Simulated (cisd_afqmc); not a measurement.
Input (AFQMC/CISD/def2-SVP; cisd_afqmc is a phaseless AFQMC code with CISD trial states that reads the integrals written by Ansatz):

Ansatz 0.2 input:
```python
import cisd_afqmc

open("ham.yaml", "w").write("""\
crystal:
  periodic: [false, false, false]
  atoms:
    - {symbol: Be, position_ang: [0.00000000, 0.00000000, 0.00000000]}
    - {symbol: F, position_ang: [-0.00000000, -0.00000000, -1.38116796]}
    - {symbol: F, position_ang: [0.00000000, 0.00000000, 1.38116796]}
basis:
  gaussian:
    orbitals: def2-SVP
magnetization: {spin_polarized: false}
correlation: {method: ccsd, electrons: outside_noble_gas, hamiltonian_folder: ham}
""")
rep = cisd_afqmc.ansatz("ham.yaml")
e_ccsd = rep["correlation"]["coupled_cluster"]["energy"]["hartree"]
out = cisd_afqmc.run("ham", e_ccsd, trial="CISD", walkers=200, populations=8, threads=8, dt=0.005, steps=40, early=24, settle=10, least=32,
    cut=5e-5, rank_cut=2e-4, target=0.0004, seconds=1500, seed=1, memory=17280, gpu=False)
```

Output:

```
orbitals 34, occupied [8], factors 166 of 380, rank of the doubles 94 of 208
E(HF) = -213.485558
E(CCSD) on the cut factors = -213.894480, shift to the whole factors 0.000001
Energy of the trial state on the determinant = -213.894538
  tau behind 7.2 of longer steps, mean of the populations' last blocks
   2.0  -213.90049
   4.0  -213.90025
   6.0  -213.89959
   8.0  -213.90124
blocks 331 (0 outliers left out), error by blocks joined: 1: 0.00023, 2: 0.00027, 4: 0.00031, 8: 0.00030, 16: 0.00034
E(AFQMC/CISD) = -213.90052 +/- 0.00034
```

The two halves of the walk average -213.89981 and -213.90123 Eh, farther apart than the printed bar allows, so the bar may be too narrow.
